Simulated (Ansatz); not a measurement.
Isolated molecules relaxed with PBE0-D4/def2-TZVP in Ansatz; ΔE leaves out vibrations. CBS: MP2 limit from def2 TZ/QZ plus the TZ coupled-cluster correction, frozen cores. This one scheme is used for every species. Functionals use def2-TZVPP. B3LYP here is the variant with VWN-RPA as its local correlation; programs differ in this. HSE06 is defined as in plane-wave codes. For Ge outer-core shells are correlated without core-valence functions, which leaves a few kJ/mol of doubt a bond. Scalar relativity is left out up to krypton.

Reaction (hydrogenolysis of the Si–Cl bond): `C[SiH](Cl)[GeH3]` + H₂ → `C[SiH2][GeH3]` + HCl

```tsv
level	ΔE (kJ/mol)	difference from CCSD(T)/CBS
LDA (SPW92)	75.4	-5.3
PBE-D4	80.2	-0.5
revPBE-D4	83.4	2.7
BLYP-D4	81.8	1.1
r2SCAN-D4	84.4	3.7
B97M-V	79.0	-1.7
PBE0-D4	78.9	-1.8
B3LYP-D4	80.2	-0.5
r2SCANh-D4	83.5	2.8
HSE06-D4	78.9	-1.8
BHLYP-D4	80.0	-0.7
ωB97X-V	78.6	-2.1
ωB97M-V	81.2	0.5
B2PLYP	76.3	-4.4
PBE-QIDH	79.0	-1.7
PBE	74.7	-6.0
revPBE	72.9	-7.8
r2SCAN	83.0	2.3
PBE0	74.0	-6.7
B3LYP	71.1	-9.6
r2SCANh	82.0	1.3
r2SCAN0	80.6	-0.1
HSE06	74.2	-6.5
BHLYP	71.3	-9.4
CAM-B3LYP	70.8	-9.9
LC-ωPBE	72.9	-7.8
RPA@PBE/def2-TZVPP	69.0	-11.7
MP2/def2-SVP	70.0	-10.7
CCSD/def2-SVP	58.8	-21.9
CCSD(T)/def2-SVP	60.8	-19.9
HF/def2-TZVPP	66.3	-14.4
MP2/def2-TZVPP	85.1	4.4
SCS-MP2/def2-TZVPP	78.8	-1.9
CCSD/def2-TZVPP	70.6	-10.1
CCSD(T)/def2-TZVPP	74.1	-6.6
HF/def2-QZVPP	66.5	-14.2
SCS-MP2/def2-QZVPP	82.6	1.9
HF/CBS(def2)	66.5	-14.2
MP2/CBS(def2)	91.7	11.0
CCSD/CBS(def2)	77.2	-3.5
CCSD(T)/CBS	80.7	0
```

Largest T1 diagnostic among the species: 0.011.

In def2-TZVPP, CCSD(T) changes the Hartree–Fock value by +7.8 kJ/mol (the triples alone add +3.5 kJ/mol) and MP2 by +18.8 kJ/mol. Leaving LDA and LC-ωPBE aside and taking each functional with its dispersion term where it has one, the values, not all of them listed here, spread over 8.3 kJ/mol, from CAM-B3LYP-D4 to r2SCAN-D4. The D4 term adds +9.1 kJ/mol with B3LYP and +4.9 kJ/mol with PBE0; it sums over pairs of atoms, weighted by their polarisabilities, and B3LYP, whose exchange is more repulsive, gets the larger term.
